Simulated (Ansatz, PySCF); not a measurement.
This Ansatz (a first-principles code) input computes a PBE/def2-TZVPD energy:

Ansatz 0.2 input:
```yaml
crystal:
  periodic: [false, false, false]
  atoms:
    - {symbol: C, position_ang: [-1.90578204, 0.00041963, -0.45091921]}
    - {symbol: O, position_ang: [-0.68991202, 0.74822157, -0.26955687]}
    - {symbol: C, position_ang: [0.38849616, 0.04103204, 0.08607662]}
    - {symbol: F, position_ang: [0.71824651, -0.90422339, -0.82352320]}
    - {symbol: F, position_ang: [1.41867592, 0.87366117, 0.21145327]}
    - {symbol: F, position_ang: [0.22496617, -0.60787866, 1.26157132]}
    - {symbol: H, position_ang: [-2.19418103, -0.48907061, 0.47883213]}
    - {symbol: H, position_ang: [-1.78599489, -0.73429387, -1.24656947]}
    - {symbol: H, position_ang: [-2.65381005, 0.73484971, -0.73226473]}
basis:
  gaussian:
    orbitals: def2-TZVPD
hamiltonian:
  xc: {name: PBE}
output: {forces: true}
```

Problem. Write an input for the same energy in PySCF and say what it gives.

Solution. 
```python
from pyscf import gto, scf, dft

mol = gto.M(
    atom='''
    C    -1.90578204    0.00041963   -0.45091921
    O    -0.68991202    0.74822157   -0.26955687
    C     0.38849616    0.04103204    0.08607662
    F     0.71824651   -0.90422339   -0.82352320
    F     1.41867592    0.87366117    0.21145327
    F     0.22496617   -0.60787866    1.26157132
    H    -2.19418103   -0.48907061    0.47883213
    H    -1.78599489   -0.73429387   -1.24656947
    H    -2.65381005    0.73484971   -0.73226473
    ''',
    basis='def2-tzvpd',
    charge=0,
    spin=0,
    verbose=4,
)

mf = dft.RKS(mol, xc='pbe').density_fit(auxbasis='def2-universal-jkfit')
mf.grids.level = 3
mf.conv_tol = 1e-9
mf.max_cycle = 100
mf.max_memory = 1500
mf.kernel()
if not mf.converged:
    mf = mf.newton()
    mf.kernel(mf.make_rdm1())
mf.analyze()
```
It gives -452.52197 Eh, and Ansatz -452.52185 Eh, a difference of 0.12 mEh, from the treatment of integrals and grids.
